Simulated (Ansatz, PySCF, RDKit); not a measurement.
Dimer: N2 (SMILES N#N) (first 2 atoms) with GeH4 (SMILES [GeH4]); geometry from B3LYP-D3(BJ)/def2-TZVP.
(charge 0, multiplicity 1):
```xyz
7

N     -0.44037     0.51232     0.14199
N     -0.11509     1.18972    -0.64870
Ge     0.10996    -0.34120     3.60034
H      1.33432     0.26691     2.90036
H      0.44345    -0.59419     5.07892
H     -0.26102    -1.66832     2.92419
H     -1.07136     0.63474     3.50305
```

Counterpoise-corrected where a basis set is named; no monomer relaxation. Rows marked so take none. RDKit's UFF carries no charges.

Rows in 3-21G carry no dispersion term and start afresh at each structure; the Pople sets are all-electron and without relativity.

Programs: Ansatz (an electronic-structure program); PySCF for 3-21G rows; RDKit for the force fields. 

Problem. One of these levels gives -0.41 kcal/mol for the interaction energy. Which one is it?
A. B3LYP/3-21G (no counterpoise)
B. BLYP/def2-TZVPPD
C. UFF
D. SVWN5/def2-TZVPPD

Solution. C, UFF. The others give -1.03 (SVWN5/def2-TZVPPD), 0.64 (BLYP/def2-TZVPPD), -2.37 (B3LYP/3-21G (no counterpoise))
